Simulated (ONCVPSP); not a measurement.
## Cutoff test, Sr (Z = 38), ONCV

```json
{"Element": "strontium", "Generator": "ONCVPSP 4.0.1", "Type": "optimised norm-conserving Vanderbilt (ONCV)", "Functional": "LDA (Perdew-Zunger)", "Relativity": "scalar-relativistic", "Frozen core": "[Kr]", "Valence charge": "2", "Reference configuration": "5s2", "Partial waves": "5s: rc 3.70 bohr, ncon 5, nbas 8, qcut 2 1/bohr, 3 projectors, debl 1.9 Ha; p scattering state at 0.16 Ha: rc 4.00 bohr, ncon 4, nbas 7, qcut 1.9 1/bohr, 2 projectors, debl 0.8 Ha; d scattering state at 0.37 Ha: rc 2.85 bohr, ncon 4, nbas 8, qcut 3.3 1/bohr, 2 projectors, debl 2.4 Ha", "Local potential": "polynomial inside 2.25 bohr (lpopt 5, dvloc0 4 Ha)", "Core correction": "none"}
```

In the p channel the program set the typed energies aside and used 0.050, 0.850 Ha. In the d channel the program set the typed energies aside and used 0.050, 2.450 Ha.

Task: For each optimised wave give the share of its norm inside rc, the residual kinetic energy above qcut (Ha) and the cutoffs (Ha) for errors of 10, 1, 0.1 and 0.01 mHa per electron.

Result:

```
         wave  norm inside rc  residual KE  10 mHa  1 mHa  0.1 mHa  0.01 mHa
           5s           0.396      2.5e-04     0.9    1.6      3.0       7.3
s projector 2           0.223      2.7e-01     5.3   11.9     14.3      15.9
s projector 3           0.147      8.6e-01     7.6   14.9     20.4      22.6
p projector 1           0.096      6.1e-05     0.3    0.7      1.6       3.7
p projector 2           0.214      2.0e-02     2.0    3.7      9.4      13.4
d projector 1           0.099      8.6e-04     3.5    5.4     21.6      29.2
d projector 2           0.218      1.4e-01    12.1   33.7     39.0      49.0
```

The occupied waves need 1.6 Ha and 3.0 Ha for 1 and 0.1 mHa. The cutoffs count occupied waves only; projector 2 of the d channel, the hardest unoccupied one, needs 34 Ha at the loose tolerance.
